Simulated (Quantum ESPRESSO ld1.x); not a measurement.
Question: These are the eigenvalues of the occupied orbitals of an atom or ion with whole-number occupations (hartree). All-electron calculation, non-relativistic Kohn-Sham, BLYP, spin-unpolarised, spherical densities, point nucleus. Program: ld1.x of Quantum ESPRESSO 7.5.

| orbital | eigenvalue |
|---|---|
| 1s | -234.433 |
| 2s | -27.0161 |
| 2p | -23.1803 |
| 3s | -3.19718 |
| 3p | -2.10727 |
| 3d | -0.39758 |

Which element is it, and in what charge state? The configuration may be excited.

Answer: Z = 25, manganese, charge +1: Mn+ in [Ar] 3d6. The list shows which subshells hold electrons but not how many an open one holds; the 1s level, -234.43 hartree, gives Z - s = 21.7 by -(Z - s)^2/2, which with screening narrows Z to a few neighbours, and the depths of the outer levels then fix element, charge and occupations together.
